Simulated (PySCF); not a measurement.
C2Cl2F2, SMILES F/C(Cl)=C(/F)Cl. Atoms are numbered in the order given.

```xyz
6

F      1.7125    -0.4457     0.0000
C      0.3925    -0.5431     0.0000
Cl    -0.2234    -2.1459     0.0000
C     -0.3925     0.5431     0.0000
F     -1.7125     0.4457     0.0000
Cl     0.2234     2.1459     0.0000
```
Charge 0, spin multiplicity 1.

Geometry optimised at B3LYP-D3(BJ)/def2-SVP.

Computed with PySCF with PBE0/pcSseg-1.

GIAO shieldings, no solvent; atoms alike by connectivity are averaged. δ = σ(ref) − σ: ¹⁹F against CFCl3 (σ = 167.2 ppm); ¹³C against TMS (σ = 186.3 ppm); ³⁵Cl against HCl (σ = 945.9 ppm), references at their B3LYP-D3(BJ)/def2-TZVP geometries, non-relativistic (without spin–orbit terms, shifts of atoms bonded to Cl or Br come out too high).

Computed chemical shifts:
```tsv
nucleus	atoms	count	δ (ppm)
¹⁹F	F1, F5	2	-127.0
¹³C	C2, C4	2	150.4
³⁵Cl	Cl3, Cl6	2	250.1
```
